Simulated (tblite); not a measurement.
C₄H₁₁Si (doublet state).
Z-matrix (Å and degrees, GFN2-xTB geometry), rows numbered from 1:
```
C 
C   1  1.5220
C   2  1.5260  1  112.07
Si  3  1.9073  2  114.16  1   -62.53
C   4  1.9007  3  111.60  2   -56.28
H   1  1.0878  2  110.74  3  -179.61
H   1  1.0880  2  110.39  3   -59.41
H   1  1.0892  2  110.19  3    59.98
H   2  1.0928  1  109.39  3  -121.61
H   2  1.0945  1  109.09  3   121.38
H   3  1.0949  2  108.68  1   176.11
H   3  1.0915  2  109.12  1    60.53
H   4  1.4683  3  110.53  2   179.08
H   5  1.0863  4  112.06  3    63.53
H   5  1.0892  4  110.78  3   -56.62
H   5  1.0856  4  110.95  3  -176.13
```

The geometry is computed with GFN2-xTB (gas phase). This method treats the open shell by occupation alone, without spin polarisation.

Take the most abundant isotopes and a rigid rotor. The values belong to one conformer with, in the numbering `[CH3:1][CH2:2][CH2:3][SiH:4][CH3:5]`, C1–C2–C3–Si4 -63°, C2–C3–Si4–C5 -56°.

Problem. Give the principal moments of inertia and the rotational constants in MHz.

Solution. Ia = 85.24, Ib = 232.77, Ic = 253.50 u·Å²; 505379 MHz·u·Å²/I gives A = 5929, B = 2171, C = 1994 MHz.

Problem. Classify the top.

Solution. A near-prolate asymmetric top: κ = (2 × 2171 − 5929 − 1994)/(5929 − 1994) = -0.91.

Problem. Is it planar, by Δ = Ic − Ia − Ib?

Solution. Not planar: Δ = Ic − Ia − Ib = -64.51 u·Å². For a rigid frame Δ = −2 Σ m c², so Σ m c² = 32.25 u·Å² lies off the ab plane: 11.27 from hydrogen and 20.98 from heavier atoms. The atom farthest from that plane is 1.50 Å away.

Problem. Give the other two planar moments, Paa and Pbb, and the rms extents of the mass along the axes.

Solution. Paa = Σ m a² = (Ib + Ic − Ia)/2 = 200.51 and Pbb = Σ m b² = (Ia + Ic − Ib)/2 = 52.98 u·Å². With the mass M = 87.06 u, the rms extents √(P/M) along a, b and c are 1.52, 0.78, 0.61 Å.

Problem. Give the coordinates in the principal-axis frame, origin at the centre of mass.

Solution. The sense of each axis is arbitrary; atoms in the order of the calculation.
| atom | mass (u) | a (Å) | b (Å) | c (Å) |
| --- | --- | --- | --- | --- |
| C1 | 12.000 | -2.075 | -0.623 | -0.674 |
| C2 | 12.000 | -1.540 | -0.144 | 0.667 |
| C3 | 12.000 | -0.508 | 0.969 | 0.509 |
| Si4 | 27.977 | 1.061 | 0.449 | -0.443 |
| C5 | 12.000 | 1.904 | -1.052 | 0.364 |
| H6 | 1.008 | -2.813 | -1.410 | -0.536 |
| H7 | 1.008 | -2.544 | 0.199 | -1.211 |
| H8 | 1.008 | -1.262 | -1.008 | -1.288 |
| H9 | 1.008 | -1.089 | -0.986 | 1.200 |
| H10 | 1.008 | -2.374 | 0.216 | 1.278 |
| H11 | 1.008 | -0.213 | 1.318 | 1.504 |
| H12 | 1.008 | -0.974 | 1.820 | 0.010 |
| H13 | 1.008 | 1.987 | 1.582 | -0.568 |
| H14 | 1.008 | 1.272 | -1.935 | 0.341 |
| H15 | 1.008 | 2.144 | -0.846 | 1.406 |
| H16 | 1.008 | 2.831 | -1.296 | -0.145 |

Problem. Where do the levels up to J = 3 lie, in MHz?

Solution. Above 0(0,0):
J = 1: 1(0,1) 4165, 1(1,1) 7923, 1(1,0) 8100
J = 2: 2(0,2) 12488, 2(1,2) 16075, 2(1,1) 16607, 2(2,1) 27881, 2(2,0) 27887
J = 3: 3(0,3) 24958, 3(1,3) 28299, 3(1,2) 29364, 3(2,2) 40376, 3(2,1) 40406, 3(3,1) 59613, 3(3,0) 59613
Those of J = 1 are B + C, A + C and A + B.

Problem. Estimate the classical rotational partition function at 10 K, 200 K and 298.15 K.

Solution. Point group C1, symmetry number σ = 1; q = (√π/σ)·√((kT/h)³/(ABC)), k/h = 20836.6 MHz/K: 1050 at 10 K, 94100 at 200 K, 171000 at 298.15 K.

For this open shell read J as N, the rotation without spin; fine and hyperfine splittings come on top. Its GFN2-xTB frequencies are all real (lowest 43 cm⁻¹). These are rigid-rotor constants of the computed structure; measured ground-state constants (B0) also hold zero-point vibration.
